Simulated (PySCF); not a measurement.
A structure optimised at PBE-D3(BJ)/def2-SVP, used in a PySCF frequency run:

```
S
Si 1 2.1424
F 2 1.6401 1 110.64
H 2 1.4967 3 109.34 1 -116.32
H 2 1.4983 4 112.91 3 118.21
Si 1 2.1752 2 98.25 4 177.91
H 6 1.5002 1 106.41 2 153.96
H 6 1.5006 7 109.68 1 -120.52
H 6 1.5040 7 110.40 8 -120.82
```

Question: Write its SMILES and formula.

Answer: F[SiH2]S[SiH3], FH₅SSi₂

Question: What are its rotational constants (standard atomic weights)?

Answer: 5.1973, 2.0617, 1.6471 GHz
